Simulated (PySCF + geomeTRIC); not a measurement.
These are PySCF + geomeTRIC with PBE0-D4/def2-TZVP values and carry that method's errors. fastk is a local helper that only speeds up exchange builds. No frequencies were computed at this level.

```python
import json, numpy as np
from pyscf import gto, dft
from fastk import lowrank_exchange
atoms = """
Si     1.550285     0.214372    -0.110270
N     -0.014626     0.043878     0.611862
Si    -1.535348    -0.286835    -0.148087
H      1.717756    -0.905300    -1.032666
H      2.505142     0.172280     0.998399
H      1.683784     1.482254    -0.839387
H     -0.089422     0.434518     1.537489
H     -2.453999    -0.633219     0.937625
H     -2.045767     0.876443    -0.885117
H     -1.317803    -1.398390    -1.069849
"""
def scf(charge, spin, dm0=None):
    mol = gto.M(atom=atoms, basis='def2-tzvp', ecp={}, charge=charge, spin=spin, verbose=3, max_memory=5040)
    mf = dft.KS(mol, xc='pbe0').density_fit(auxbasis="def2-universal-jkfit")
    mf.disp = 'd4'
    mf.grids.level = 3
    mf.conv_tol = 1e-8
    mf.max_cycle = 60
    mf.kernel(dm0)
    if not mf.converged:
        mf = mf.newton().run(mf.mo_coeff, mf.mo_occ).undo_soscf()
    return mf
mf = scf(0, 0)
from pyscf.geomopt.geometric_solver import kernel as optimize
path = []
done, mol = optimize(mf, maxsteps=80, assert_convergence=False, callback=lambda env: path.append((env["energy"], bool(env["g_scanner"].converged))))
res = dict(converged=bool(done and path[-1][1]), energy=path[-1][0], path=[e for e, c in path], xyz=mol.atom_coords(unit="Angstrom").tolist(), nao=mol.nao)
json.dump(res, open("result.json", "w"))
```

Output:

```
converged SCF energy = -637.707174213358
Geometry optimization cycle 1
converged SCF energy = -637.707174213338
cycle 1: E = -637.707174213  dE = -637.707  norm(grad) = 0.033369
Geometry optimization cycle 2
converged SCF energy = -637.709301729047
cycle 2: E = -637.709301729  dE = -0.00212752  norm(grad) = 0.00522089
Geometry optimization cycle 3
converged SCF energy = -637.709369708214
cycle 3: E = -637.709369708  dE = -6.79792e-05  norm(grad) = 0.00174738
Geometry optimization cycle 4
converged SCF energy = -637.709416165577
cycle 4: E = -637.709416166  dE = -4.64574e-05  norm(grad) = 0.00230729
Geometry optimization cycle 5
converged SCF energy = -637.709491871227
cycle 5: E = -637.709491871  dE = -7.57057e-05  norm(grad) = 0.00438992
Geometry optimization cycle 6
converged SCF energy = -637.709595309399
cycle 6: E = -637.709595309  dE = -0.000103438  norm(grad) = 0.00512303
Geometry optimization cycle 7
converged SCF energy = -637.709678985546
cycle 7: E = -637.709678986  dE = -8.36761e-05  norm(grad) = 0.00330089
Geometry optimization cycle 8
converged SCF energy = -637.709722429752
cycle 8: E = -637.70972243  dE = -4.34442e-05  norm(grad) = 0.00159016
Geometry optimization cycle 9
converged SCF energy = -637.709748184674
cycle 9: E = -637.709748185  dE = -2.57549e-05  norm(grad) = 0.00208568
Geometry optimization cycle 10
converged SCF energy = -637.709792478949
cycle 10: E = -637.709792479  dE = -4.42943e-05  norm(grad) = 0.00338
Geometry optimization cycle 11
converged SCF energy = -637.709840478406
cycle 11: E = -637.709840478  dE = -4.79995e-05  norm(grad) = 0.00344869
Geometry optimization cycle 12
converged SCF energy = -637.709868040301
cycle 12: E = -637.70986804  dE = -2.75619e-05  norm(grad) = 0.00191531
Geometry optimization cycle 13
converged SCF energy = -637.709874470435
cycle 13: E = -637.70987447  dE = -6.43013e-06  norm(grad) = 0.000402153
Geometry optimization cycle 14
converged SCF energy = -637.709875102538
cycle 14: E = -637.709875103  dE = -6.32103e-07  norm(grad) = 9.54341e-05
Geometry optimization cycle 15
converged SCF energy = -637.709875242829
cycle 15: E = -637.709875243  dE = -1.40291e-07  norm(grad) = 8.12989e-05
Geometry optimization cycle 16
converged SCF energy = -637.709875357264
cycle 16: E = -637.709875357  dE = -1.14435e-07  norm(grad) = 4.10944e-05
Geometry optimization cycle 17
converged SCF energy = -637.709875428387
cycle 17: E = -637.709875428  dE = -7.11234e-08  norm(grad) = 3.51644e-05
Geometry optimization cycle 18
converged SCF energy = -637.709875484882
cycle 18: E = -637.709875485  dE = -5.64952e-08  norm(grad) = 4.36735e-05
Geometry optimization cycle 19
converged SCF energy = -637.709875490614
cycle 19: E = -637.709875491  dE = -5.73152e-09  norm(grad) = 1.89379e-05
<class 'geometric.internal.Distance'> : 9
<class 'geometric.internal.Angle'> : 14
<class 'geometric.internal.OutOfPlane'> : 1
<class 'geometric.internal.Dihedral'> : 12
<class 'geometric.internal.TranslationX'> : 1
<class 'geometric.internal.TranslationY'> : 1
<class 'geometric.internal.TranslationZ'> : 1
<class 'geometric.internal.RotationA'> : 1
<class 'geometric.internal.RotationB'> : 1
<class 'geometric.internal.RotationC'> : 1
Step    0 : Gradient = 1.055e-02/1.728e-02 (rms/max) Energy = -637.7071742133
Step    1 : Displace = 3.771e-02/6.524e-02 (rms/max) Trust = 1.000e-01 (=) Grad = 1.651e-03/3.107e-03 (rms/max) E (change) = -637.7093017290 (-2.128e-03) Quality = 1.018
Step    2 : Displace = 7.902e-03/9.411e-03 (rms/max) Trust = 1.414e-01 (+) Grad = 5.526e-04/1.263e-03 (rms/max) E (change) = -637.7093697082 (-6.798e-05) Quality = 1.392
Step    3 : Displace = 1.346e-02/1.742e-02 (rms/max) Trust = 2.000e-01 (+) Grad = 7.296e-04/1.294e-03 (rms/max) E (change) = -637.7094161656 (-4.646e-05) Quality = 1.539
Step    4 : Displace = 3.144e-02/4.139e-02 (rms/max) Trust = 2.828e-01 (+) Grad = 1.388e-03/2.665e-03 (rms/max) E (change) = -637.7094918712 (-7.571e-05) Quality = 1.541
Step    5 : Displace = 5.559e-02/7.495e-02 (rms/max) Trust = 3.000e-01 (+) Grad = 1.620e-03/3.138e-03 (rms/max) E (change) = -637.7095953094 (-1.034e-04) Quality = 1.477
Step    6 : Displace = 5.538e-02/7.898e-02 (rms/max) Trust = 3.000e-01 (=) Grad = 1.044e-03/1.901e-03 (rms/max) E (change) = -637.7096789855 (-8.368e-05) Quality = 1.426
Step    7 : Displace = 3.647e-02/5.824e-02 (rms/max) Trust = 3.000e-01 (=) Grad = 5.029e-04/1.264e-03 (rms/max) E (change) = -637.7097224298 (-4.344e-05) Quality = 1.340
Step    8 : Displace = 2.491e-02/4.538e-02 (rms/max) Trust = 3.000e-01 (=) Grad = 6.595e-04/1.386e-03 (rms/max) E (change) = -637.7097481847 (-2.575e-05) Quality = 1.524
Step    9 : Displace = 4.074e-02/8.192e-02 (rms/max) Trust = 3.000e-01 (=) Grad = 1.069e-03/1.995e-03 (rms/max) E (change) = -637.7097924789 (-4.429e-05) Quality = 1.433
Step   10 : Displace = 5.018e-02/1.058e-01 (rms/max) Trust = 3.000e-01 (=) Grad = 1.091e-03/2.116e-03 (rms/max) E (change) = -637.7098404784 (-4.800e-05) Quality = 1.326
Step   11 : Displace = 2.592e-02/6.111e-02 (rms/max) Trust = 3.000e-01 (=) Grad = 6.057e-04/1.208e-03 (rms/max) E (change) = -637.7098680403 (-2.756e-05) Quality = 1.211
Step   12 : Displace = 4.589e-03/9.825e-03 (rms/max) Trust = 3.000e-01 (=) Grad = 1.272e-04/2.382e-04 (rms/max) E (change) = -637.7098744704 (-6.430e-06) Quality = 1.076
Step   13 : Displace = 1.884e-03/2.618e-03 (rms/max) Trust = 3.000e-01 (=) Grad = 3.018e-05/6.093e-05 (rms/max) E (change) = -637.7098751025 (-6.321e-07) Quality = 0.899
Step   14 : Displace = 1.773e-03/2.380e-03 (rms/max) Trust = 3.000e-01 (=) Grad = 2.571e-05/4.801e-05 (rms/max) E (change) = -637.7098752428 (-1.403e-07) Quality = 1.803
Step   15 : Displace = 2.910e-03/4.796e-03 (rms/max) Trust = 3.000e-01 (=) Grad = 1.300e-05/2.639e-05 (rms/max) E (change) = -637.7098753573 (-1.144e-07) Quality = 1.958
Step   16 : Displace = 2.789e-03/5.081e-03 (rms/max) Trust = 3.000e-01 (=) Grad = 1.112e-05/2.365e-05 (rms/max) E (change) = -637.7098754284 (-7.112e-08) Quality = 2.749
Step   17 : Displace = 3.470e-03/6.419e-03 (rms/max) Trust = 3.000e-01 (=) Grad = 1.381e-05/2.748e-05 (rms/max) E (change) = -637.7098754849 (-5.650e-08) Quality = 2.464
Step   18 : Displace = 3.283e-04/6.507e-04 (rms/max) Trust = 3.000e-01 (=) Grad = 5.989e-06/1.183e-05 (rms/max) E (change) = -637.7098754906 (-5.732e-09) Quality = 0.953
Converged! =D
```

Cost: roughly 3 core-minutes.
